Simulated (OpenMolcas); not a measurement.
# Ti: effect of correlating more closed shells

```json
{
  "Program": "OpenMolcas",
  "Basis": "ANO-RCC-VQZP [7s6p4d3f2g1h]",
  "Scalar Hamiltonian": "DKH2, point nucleus",
  "Active space": "2 electrons in 5 orbitals (3d)",
  "State averaging": "2S+1 = 3 even, 10 roots; 2S+1 = 1 even, 15 roots",
  "Spin-orbit coupling": "RASSI with atomic mean-field integrals over the reference wave functions, term energies averaged over their components"
}
```

Methods on the same reference wave functions:
A. CASSCF
B. SS-CASPT2, IPEA 0.25 Eh, imaginary shift 0.1 Eh (closed shells correlated: 3s 3p 4s)
C. SS-CASPT2, IPEA 0.25 Eh, imaginary shift 0.1 Eh (closed shells correlated: 2s 2p 3s 3p 4s)

Energies in cm⁻¹ above 3d² 4s² ³F₂, the measured ground level; measured values from NIST Handbook of Basic Atomic Spectroscopic Data.

| Level | A | B | C | Measured |
| --- | --- | --- | --- | --- |
| 3d² 4s² ³F₂ | 0.0 | 0.0 | 0.0 | 0.0 |
| 3d² 4s² ³F₃ | 181 | 183 | 183 | 170 |
| 3d² 4s² ³F₄ | 417 | 419 | 419 | 387 |
| 3d² 4s² ¹D₂ | 10588 | 6280 | 6270 | 7255 |
| 3d² 4s² ³P₀ | 12727 | 9920 | 9860 | 8437 |
| 3d² 4s² ³P₁ | 12790 | 9980 | 9930 | 8492 |
| 3d² 4s² ³P₂ | 12920 | 10110 | 10050 | 8602 |
| 3d² 4s² ¹G₄ | 16277 | 12520 | 12510 | 12118 |
| 3d² 4s² ¹S₀ | 39248 | 27460 | 27410 |  |

Deviations, from unrounded energies. A percentage is the sum of absolute deviations over the sum of measured energies, with the sign that they share, or ± where signs differ.

```tsv
Against measurement	Levels	A	B	C
mean absolute deviation (cm-1)	7	2900	840	820
fine structure of the ground term (%)	2	+7.3	+8.0	+8.0
other terms of the ground configuration (%)	5	+45.4	±13.0	±12.7
```

B, C lie about equally close to measurement and A furthest from it. The largest miss of C in the table is 3d² 4s² ³P₂, by +1500 cm-1. The ranking rests on the paired levels alone, and a cruder setting can come out closer through cancelling errors.

Between B and C the level of the table that moves most is 3d² 4s² ¹S₀, by 54 cm-1 (lowest in C, highest in B). Moves below CASPT2's spread within the term are not significant.

The mean deviations of B to C differ by less than CASPT2's widest spread within a term (1100 cm-1), so their order carries little weight.

From A to B the spin-free energies of the other terms of 3d² 4s² shown, above ³F, scale by factors of 0.58 to 0.78.

The lowest spin-free term lies below A's lowest term by 0.400 hartree in B, 0.485 hartree in C.

What an inner shell adds also hangs on whether the basis holds functions to correlate it.

CASPT2 breaks the degeneracy within a term, and the mean is taken; among the terms shown or strongly mixed into the levels shown the widest spread is 1100 cm-1 (3d² 4s² ¹G, C). With the s shell closed, the reference lacks s² → p², s² → d² and s → d mixing, so excited terms can stand far too high and out of order, with CASPT2 too. Without dynamic correlation excited terms often stand tens of per cent too high (terms of higher spin than the ground term too low), and those without a measured partner can miss by more than the paired ones (holds for A). Some terms miss by over 15 % even with CASPT2, which points to a basis or an active space too small for the shells correlated (holds for B; C). Measured partners are found by configuration, term and J. A level has none where our copy of the source lacks it or the pairing is in doubt (some pairs that miss far off the trend of their configuration count as doubtful), and it then counts in no deviation. Levels of configurations outside the active space are missing.
